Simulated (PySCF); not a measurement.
**Correlation energy of F (fluorine, neutral)**

[He] 2s2 2p5, 2P determinant. All numbers are calculated (PySCF 2.14, no relativity, point nucleus, in def2-TZVPPD (6s4p3d1f, 40 functions)). Frozen: nothing; 9 electrons correlated.

| level | correlation energy (mhartree) |
| --- | --- |
| CCSD | -230.30 |
| (T) | -3.85 |
| CCSD(T) | -234.15 |

Diagnostics: T1 = 0.0068, D1 = 0.0126, largest double amplitude 0.031.

Q: Is a single reference adequate?

A: Yes: T1 lies below 0.03 and no double amplitude reaches 0.07.

This basis was not built for core-valence correlation, so the inner-shell part is incomplete.
